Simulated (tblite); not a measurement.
C6H7ClSi.
SMILES with atom numbers: `[CH:1]#[C:2][SiH2:3][C@@H:4]1[CH:5]=[C:6]([Cl:7])[CH2:8]1` (hydrogens: H9 on C1; H10, H11 on Si3; H12 on C4; H13 on C5; H14, H15 on C8)

Cartesian coordinates in Å at the GFN2-xTB level; atoms count from 1:
```xyz
15
C6H7ClSi angstrom
C      3.4889    0.3732    0.0006
C      2.4513   -0.1778   -0.2564
Si     0.8468   -1.0113   -0.6491
C     -0.4203   -0.3669    0.6207
C     -1.8549   -0.7142    0.3223
C     -2.2007    0.5585    0.1488
Cl    -3.6479    1.3602   -0.2917
C     -0.8442    1.1193    0.4483
H      4.3978    0.8533    0.2273
H      0.4250   -0.6402   -2.0025
H      0.9959   -2.4628   -0.4990
H     -0.1198   -0.6074    1.6419
H     -2.3731   -1.6518    0.2613
H     -0.3667    1.6552   -0.3703
H     -0.7825    1.7206    1.3533
```

Method: GFN2-xTB as coded in tblite; computed harmonic values from a numerical Hessian at the method's own geometry, unscaled. Against measured fundamentals such values can be off by several per cent, at times by over 20. Modes of hydrogen on silicon can be 10 to 20 % off. One conformer, not necessarily the lowest.

Harmonic wavenumbers (cm⁻¹): 27.8, 68.6, 97.3, 196.3, 216.7, 267.4, 290.4, 324.5, 398.8, 460.5, 505.5, 556.8, 644.4, 669.9, 681.3, 686.0, 732.0, 769.8, 789.8, 902.3, 946.0, 996.0, 1001.5, 1039.2, 1134.5, 1150.4, 1177.7, 1215.0, 1233.5, 1454.2, 1654.3, 2206.3, 2228.8, 2243.5, 2948.1, 2992.5, 3006.4, 3141.9, 3352.0.

A = 4194, B = 592.4, C = 553.9 MHz; mass 142.001 u (most abundant isotopes); point group C1, symmetry number 1.

What is the zero-point energy?

Half the sum of the wavenumbers: 22204 cm⁻¹ = 265.62 kJ/mol.

Entropy at 200 K, 1 bar (ideal gas, RRHO, classical rotation)?

Translation 162.36, rotation 119.85, vibration 77.21: S = 359.4 J/(mol K).

And Cp and H(200 K) − H(0)?

Cp = 114.47 J/(mol K), of which vibrations give 81.22 (their classical limit is 39 R = 324.3); H(200 K) − H(0) = 14.72 kJ/mol without the zero-point energy, 8.07 from vibrations.

What must be added to the electronic energy to get the Gibbs energy at 200 K and 1 bar?

ZPE + [H(200 K) − H(0)] − T·S = 265.62 + 14.72 − 71.89 = 208.45 kJ/mol.

How do the functions run with temperature in this model?

```csv
T (K),S (J/(mol K)),Cp (J/(mol K)),H − H(0) (kJ/mol),G − H(0) (kJ/mol),ln q(vib)
100,296.0,73.5,5.33,-24.27,2.02
300,413.5,154.2,28.19,-95.86,6.87
500,507.3,213.3,65.42,-188.24,11.67
800,619.8,264.0,137.78,-358.02,18.34
1000,681.1,285.1,192.81,-488.25,22.34
```

q(vib) and H(0) count from the zero-point level.

Which modes carry the vibrational entropy at 200 K?

27.8 cm⁻¹: 21.71; 68.6 cm⁻¹: 14.27; 97.3 cm⁻¹: 11.45; 196.3 cm⁻¹: 6.10; 216.7 cm⁻¹: 5.42; 267.4 cm⁻¹: 4.05 J/(mol K); the other 33 give 14.21 together.

Blend soft modes into free rotors: weight 1/[1 + (100 cm⁻¹/ν̃)⁴] for the oscillator and the rest for a rotor with moment μB/(μ + B), μ = h/(8π²ν), B = 10⁻⁴⁴ kg m². What vibrational entropy results?

68.88 J/(mol K) in place of 77.21, which changes −T·S at 200 K by +1.66 kJ/mol.

Hindered rotation and anharmonicity are outside this model. Other conformers, if any are populated, would add a mixing term that is left out. The structure is chiral; the term R ln 2 for an equal mix with its mirror image is left out.
